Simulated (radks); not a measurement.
The numbers below are computed, except where a source is named.
Task: All-electron atom: Lu5+ in [Xe] 4f11 5d1 (not the ground configuration). Level of theory: scalar-relativistic Kohn-Sham, r2SCAN, spin-polarised, spherical densities, finite nucleus; open shells are filled with parallel spins first (spin-orbit coupling, left out, can overturn this in heavy ions); meta-GGA in the generalised Kohn-Sham scheme; Fermi nuclear charge, rms radius 5.37 fm (a radial shooting solver on a logarithmic mesh with Libxc functionals). Some entries of the table are withheld. Estimate them.

orbital,occ.,eigenvalue (eV),<r> (bohr),r(max) (bohr)
1s down,1,-63396.07,0.01932,0.01213
1s up,1,-63396.07,0.01932,0.01213
2s up,1,-10887.44,0.08183,0.06928
2s down,1,-10887.31,0.08183,0.06928
2p up,3,-9585.574,0.07293,0.05661
2p down,3,-9585.470,0.07293,0.05661
3s up,1,-2546.627,0.2124,0.1956
3s down,1,-2544.412,0.2123,0.1955
3p up,3,-2154.079,0.2122,0.1930
3p down,3,-2151.850,0.2121,0.1930
3d up,5,-1681.712,0.1926,0.1577
3d down,5,-1679.961,0.1925,0.1576
4s up,1,-582.4337,0.4760,0.4455
4s down,1,-578.1200,0.4762,0.4455
4p up,3,-452.2501,0.5043,0.4659
4p down,3,-448.0256,0.5046,0.4659
4d up,5,-281.5805,0.5399,0.4786
4d down,5,-277.3895,0.5407,0.4787
5s up,1,-132.6396,1.105,(1)
5s down,1,-130.3628,1.110,(2)
5p up,3,-98.5914,1.253,1.128
5p down,3,-96.5386,1.257,1.131
4f up,7,-92.7655,0.6326,0.4579
4f down,4,-88.6650,0.6380,0.4590
5d up,1,-56.5247,(3),(4)
5d down,0,-54.3929,(5),(6)

Result: 
(1) 5s up r(max) (bohr): 1.010
(2) 5s down r(max) (bohr): 1.013
(3) 5d up <r> (bohr): 1.609
(4) 5d up r(max) (bohr): 1.398
(5) 5d down <r> (bohr): 1.608
(6) 5d down r(max) (bohr): 1.398
